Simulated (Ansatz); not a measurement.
H2AlBCl, SMILES `[BH2][Al-][Cl]` (near-degenerate singlet) (charge -1, multiplicity 1). This singlet lies within 0.05 eV of the relaxed triplet at the level B3LYP/aug-cc-pVTZ // PBE0-D3(BJ)/def2-TZVPD (Ansatz, a quantum-chemistry and plane-wave program).

Computed with Ansatz with frozen-core CCSD(T)/aug-cc-pVQZ // PBE0-D3(BJ)/def2-TZVPD.

Ansatz 0.2 input:
```yaml
crystal:
  periodic: [false, false, false]
  atoms:
    - { symbol: B, position_ang: [-0.755277, 0.221412, -0.380763] }
    - { symbol: Al, position_ang: [0.708563, -0.444806, 0.918059] }
    - { symbol: Cl, position_ang: [2.883927, -0.44202, 0.434803] }
    - { symbol: H, position_ang: [-1.513553, -0.598419, -0.868612] }
    - { symbol: H, position_ang: [-1.32366, 1.263831, -0.103487] }
basis:
  gaussian: { orbitals: aug-cc-pVQZ }
correlation:
  method: ccsd_t
total_charge: -1
```

Output:

```
Functional definition: HF
2031 factors; integrals over basis functions are off by at most 6.1e-4 eV
mean field evaluation 1: about -19788.8765 eV, gradient 2.1e1 eV
mean field evaluation 2: about -19788.9224 eV, gradient 2.1e1 eV
mean field evaluation 4: about -19791.3977 eV, gradient 3.1e0 eV
mean field evaluation 8: about -19791.5801 eV, gradient 7.7e-1 eV
mean field evaluation 16: about -19791.6001 eV, gradient 2.2e-5 eV
mean field evaluation 32: about -19782.9335 eV, gradient 5.0e0 eV
mean field -19791.60012633 eV, -727.3278894144 hartree, gradient 2.2e-6 eV, S^2 0.000000; 0 other end points of the search recorded, 0 dependent functions left out; unrestricted orbitals would lower it
11 core orbitals not correlated
reference -19791.60012633 eV, -727.3278894144 hartree; 8, 8 occupied and 321, 321 virtual orbitals, 2031 factors
second order -11.19688245 eV of doubles, -0.00000000 eV of singles
cycle   1  -11.81777099 eV  change   -6.2e-1 eV  update   1.0e-1
cycle   2  -12.15858016 eV  change   -3.4e-1 eV  update   4.1e-2
cycle   3  -12.26959329 eV  change   -1.1e-1 eV  update   3.2e-2
cycle   4  -12.25263323 eV  change    1.7e-2 eV  update   1.5e-2
cycle   5  -12.25082239 eV  change    1.8e-3 eV  update   9.6e-3
cycle   6  -12.25598117 eV  change   -5.2e-3 eV  update   5.2e-3
cycle   7  -12.25635663 eV  change   -3.8e-4 eV  update   2.6e-3
cycle   8  -12.25666628 eV  change   -3.1e-4 eV  update   1.3e-3
cycle   9  -12.25689543 eV  change   -2.3e-4 eV  update   5.5e-4
cycle  10  -12.25660981 eV  change    2.9e-4 eV  update   2.6e-4
cycle  11  -12.25664607 eV  change   -3.6e-5 eV  update   1.3e-4
cycle  12  -12.25670928 eV  change   -6.3e-5 eV  update   5.4e-5
cycle  13  -12.25674109 eV  change   -3.2e-5 eV  update   2.6e-5
cycle  14  -12.25675792 eV  change   -1.7e-5 eV  update   1.2e-5
cycle  15  -12.25675917 eV  change   -1.3e-6 eV  update   4.7e-6
perturbative correction -0.63117087 eV, -0.0231951017 hartree
Total energy: -19804.48805638 eV, -727.8015121077 hartree
```
